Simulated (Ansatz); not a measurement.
A nudged elastic band was laid between two geometries of CH2BClF (6 atoms, charge 0, multiplicity 2).

The calculation used Ansatz 0.2.0, UKS B3LYP/6-31G.

| Item | Value |
| --- | --- |
| movable images | 4 |
| climbing image | no |
| spring | 5.0 eV/Å² |
| optimiser | quadratic models (default) |
| start path | through a guess of the saddle point |
| force threshold | 0.05 eV/Å |
| iteration limit | 60 |
| end points | relaxed |

First end point:

```xyz
6
Properties=species:S:1:pos:R:3
C -0.002 0.847 0.031
B 0.106 -0.666 0.002
F 1.283 -1.306 0.282
Cl -1.315 -1.718 -0.403
H 0.855 1.469 0.277
H -0.926 1.374 -0.188
```

Last end point:

```xyz
6
Properties=species:S:1:pos:R:3
C -0.002 0.847 0.031
B 0.106 -0.666 0.002
F 1.282 -1.306 0.281
Cl -1.315 -1.718 -0.403
H -0.927 1.373 -0.188
H 0.855 1.470 0.277
```

Q: Which bonds break or form, and what moves?

A: No bond is made or broken. The dihedral H6–C1–B2–Cl4 goes from 0 to 180°. The two ends are copies of one structure, up to a mirror image or an exchange of like atoms.

Q: Give the energies along the band, and the barrier.

A: The run converged. The highest image is number 3 of 0 to 5, 0.294 eV above the ends, which have the same energy within 2 meV. No image climbed, so the highest image needn't sit at the top of the path. Limits of this set-up: no polarisation functions.

```tsv
image	path coordinate (Å)	energy (eV)	dihedral H6–C1–B2–Cl4 (°)
0	0.00	0.000	0
1	0.67	0.093	36
2	1.34	0.294	71
3	2.01	0.294	106
4	2.68	0.094	143
5	3.35	0.000	180
```

Q: What is the geometry of the highest image?

A: 
```xyz
6
Properties=species:S:1:pos:R:3
C 0.001 0.855 0.033
B 0.128 -0.663 -0.043
F 1.328 -1.311 -0.108
Cl -1.333 -1.745 -0.026
H -0.378 1.454 -0.790
H 0.254 1.409 0.934
```

Run time: 110 s on 1 CPU thread of a shared host.
